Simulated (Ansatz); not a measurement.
Geometry optimisation, Ansatz 0.2.0, RKS PBE-D4/def2-SVP.

Input:

```yaml
crystal:
  periodic: [false, false, false]
  atoms:
    - { symbol: C, position_ang: [-0.3376, 1.4702, 0.1962] }
    - { symbol: C, position_ang: [-0.2425, 0.2357, -0.1659] }
    - { symbol: Ge, position_ang: [0.8973, -0.8926, 0.8544] }
    - { symbol: C, position_ang: [-0.8405, -0.2782, -1.3644] }
    - { symbol: O, position_ang: [-0.7559, -1.4954, -1.7284] }
    - { symbol: H, position_ang: [-1.0198, 2.1979, -0.3889] }
    - { symbol: H, position_ang: [0.1527, 1.9149, 1.0553] }
    - { symbol: H, position_ang: [0.3915, -2.3149, 0.9083] }
    - { symbol: H, position_ang: [1.0521, -0.3268, 2.3548] }
    - { symbol: H, position_ang: [2.3344, -0.9191, 0.2319] }
    - { symbol: H, position_ang: [-1.31425, 0.21857, -0.36376] }
basis:
  gaussian: { orbitals: def2-SVP }
hamiltonian:
  xc: pbe
  dispersion: d4
relax:
  f_tol: 0.02
  max_steps: 50
```

Command:

```bash
$ ansatz run input.yaml --threads 2 --pin off --max-ram 3072MiB --backend cpu --events-out ev --progress --plain --runs-dir out
```

Task: Where does it end, and by what steps?

Result: It converged. The force dipped under the threshold on the way, but the program's further checks kept it going. After 16 steps the energy has fallen by 5.995 eV; H11 moved furthest, 1.34 Å. Parted: C2–H11 (1.09 → 2.21 Å).

```tsv
step	energy less start (eV)	largest force component (eV/Å)	accepted
0	0.0000	7.943	yes
1	-1.6571	4.692	yes
2	-3.0972	2.811	yes
3	-4.3204	2.322	yes
4	-5.0390	1.368	yes
5	-5.3756	1.227	yes
6	-5.6515	0.969	yes
7	-5.7897	0.518	yes
8	-5.8672	0.330	yes
9	-5.9256	0.356	yes
10	-5.9539	0.513	yes
11	-5.9769	0.377	yes
12	-5.9847	0.477	yes
13	-5.9909	0.170	yes
14	-5.9947	0.022	yes
15	-5.9952	0.011	yes
16	-5.9954	0.016	yes
```

```xyz
11
Properties=species:S:1:pos:R:3
C -0.474 1.508 0.413
C -0.192 0.244 0.023
Ge 1.098 -0.945 0.919
C -0.886 -0.321 -1.157
O -0.698 -1.451 -1.580
H -1.213 2.118 -0.141
H 0.008 1.983 1.283
H 0.382 -2.216 1.434
H 1.687 -0.150 2.115
H 2.230 -1.337 -0.060
H -1.623 0.378 -1.660
```

Run time: 30 s on 2 threads of Intel(R) Xeon(R) Platinum 8488C (Sapphire Rapids) (shared host), peak memory 0.18 GiB.
